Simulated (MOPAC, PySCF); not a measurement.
H4OSi2, SMILES `O1[SiH2][SiH2]1`, neutral singlet in the gas phase. 

Z-matrix (Å, degrees):
```
Si
O 1 1.6826
Si 2 1.6826 1 102.12
H 3 1.4924 2 110.32 1 74.95
H 1 1.4924 2 110.32 3 74.95
H 1 1.4985 5 110.86 2 118.35
H 3 1.4985 4 110.86 6 68.38
```
Charge 0, spin multiplicity 1.

All levels are single points at this geometry (B3LYP-D3(BJ)/def2-TZVP); Pople sets use spherical d functions. Orbital energies aren't observables, and empty levels follow the basis.

B3LYP-D3(BJ)/def2-TZVP in PySCF gives HOMO (eV) = -5.76.

Estimate the HOMO (eV) from each of these levels: B3LYP/3-21G in PySCF; B3LYP/6-31G* in PySCF; PBE/6-31G* in PySCF; HF/3-21G in PySCF; PM7 in MOPAC.


```tsv
level	HOMO (eV)
B3LYP/3-21G in PySCF	-5.74
B3LYP/6-31G* in PySCF	-5.67
PBE/6-31G* in PySCF	-5.16
HF/3-21G in PySCF	-7.04
PM7 in MOPAC	-7.44
```
